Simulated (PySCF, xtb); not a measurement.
GeH, SMILES [GeH] (connectivity only; charge and spin as stated), charge +1, multiplicity 1.

xtb with GFN2-xTB at its own geometry gives an orbital gap of 2.21 eV.

The structure is a stationary point at PBE0-D3(BJ)/def2-TZVPD. The spin state was assumed, not searched.

### Question
What does PBE/def2-TZVPD (PySCF) give? (Estimate from the structure and the level; the computed values follow.)

### Answer
gap 2.73 eV (levels -13.95 and -11.21 eV).
